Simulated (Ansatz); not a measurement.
Relaxation of C₂H₆InN (10 atoms, charge 0, multiplicity 1), to a largest force component of 0.02 eV/Å in at most 50 steps.

Level of theory: Ansatz 0.2.0, RKS PBE-D4/def2-SVP.

```xyz
10
Properties=species:S:1:pos:R:3
C 0.770 1.223 0.409
C 0.871 -0.024 0.672
N -0.044 -0.984 0.100
In -1.562 -0.719 -1.163
H -0.075 1.595 -0.271
H 1.396 2.014 0.822
H 1.704 -0.340 1.329
H 0.148 -1.983 0.324
H -2.205 -0.305 -0.259
H -0.490 -0.085 -0.173
```

**Question.** Where does it end, and by what steps?

**Answer.** It converged. After 19 steps the energy has fallen by 10.711 eV; H10 moved furthest, 1.42 Å. The start is strongly strained (largest force component 25 eV/Å), so its close contacts needn't be bonds. Parted: N3–In4, In4–H10.

| step | energy less start (eV) | largest force component (eV/Å) | accepted |
| --- | --- | --- | --- |
| 0 | 0.0000 | 24.713 | yes |
| 1 | -5.9067 | 9.393 | yes |
| 2 | -8.0906 | 3.889 | yes |
| 3 | -9.1832 | 2.191 | yes |
| 4 | -9.7798 | 2.035 | yes |
| 5 | -10.1179 | 2.132 | yes |
| 6 | -10.3899 | 0.623 | yes |
| 7 | -10.4740 | 0.383 | yes |
| 8 | -10.5309 | 0.442 | yes |
| 9 | -10.5911 | 0.291 | yes |
| 10 | -10.6182 | 0.454 | yes |
| 11 | -10.6342 | 0.540 | yes |
| 12 | -10.6557 | 0.291 | yes |
| 13 | -10.6767 | 0.499 | yes |
| 14 | -10.6985 | 0.189 | yes |
| 15 | -10.7016 | 0.194 | yes |
| 16 | -10.7003 | 0.530 | no |
| 17 | -10.7094 | 0.065 | yes |
| 18 | -10.7103 | 0.049 | yes |
| 19 | -10.7106 | 0.016 | yes |

```xyz
10
Properties=species:S:1:pos:R:3
C 0.609 1.253 0.314
C 0.861 -0.070 0.502
N -0.087 -1.053 0.730
In -0.804 -0.391 -1.970
H -0.394 1.681 0.463
H 1.435 1.927 0.051
H 1.884 -0.462 0.368
H 0.215 -1.940 1.133
H -2.167 0.199 -0.756
H -1.041 -0.753 0.957
```

Time of the run: 44 s on 2 threads of Arm Neoverse V1, on a shared host, peak memory 0.14 GiB.
